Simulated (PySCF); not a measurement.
A structure optimised at PBE-D3(BJ)/def2-SVP, used in a PySCF frequency run:

```
Se
Cl 1 2.2017
Cl 1 2.3359 2 97.94
Cl 1 2.3359 2 97.94 3 -156.91
```
Charge 0, spin multiplicity 2.

Question: Write its SMILES, formula and point group.

Answer: Cl[Se](Cl)Cl, Cl3Se, Cs

Question: What are its rotational constants (standard atomic weights)?

Answer: 2.9352, 1.3622, 0.95405 GHz
